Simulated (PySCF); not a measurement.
Screening by computed properties: pick the candidate that meets the target.

Species are written as SMILES; each is one conformer at its optimised geometry, gas phase, non-relativistic unless stated; the electronic structure was computed with PySCF and density fitting.

Dipoles, sizes and rotational constants follow the conformer. The torsions of the flexible species, by atom-mapped SMILES:
- `[NH2:1][SiH2:2][NH2:3]`: H–N1–Si2–N3 -58°, H–N1–Si2–N3 79°, H–N3–Si2–N1 169°, H–N3–Si2–N1 -55°
- `[F:1][CH2:2][C:3](=[S:4])[CH2:5][C:6]([F:7])([F:8])[F:9]`: F1–C2–C3–S4 156°, C2–C3–C5–C6 -80°, C3–C5–C6–F7 57°
- `[CH3:1][O:2][SiH2:3][NH:4][CH:5]=[O:6]`: C1–O2–Si3–N4 180°, O2–Si3–N4–C5 180°, Si3–N4–C5–O6 0°

The conformers of `FC(F)O[C@@H]1C=CC[SiH2]1` aren't listed.

Problem. Wanted: lowest triplet excitation (Tamm–Dancoff) between 3 eV and 5.7 eV (TDA PBE0/def2-SVPD) and HOMO–LUMO gap below 7.6 eV (PBE0/def2-SVPD), at GFN2-xTB geometries. Which candidate meets both?
A. `N[SiH2]N`
B. `FCC(=S)CC(F)(F)F`
C. `CO[SiH2]NC=O`
D. `FC(F)O[C@@H]1C=CC[SiH2]1`

Solution. D. Computed values:
| species | lowest triplet excitation (Tamm–Dancoff) | HOMO–LUMO gap |
| --- | --- | --- |
| FCC(=S)CC(F)(F)F | 1.91 eV | 4.22 eV |
| FC(F)O[C@@H]1C=CC[SiH2]1 | 4.41 eV | 7.48 eV |
| CO[SiH2]NC=O | 5.18 eV | 8.02 eV |
| N[SiH2]N | 6.14 eV | 7.79 eV |
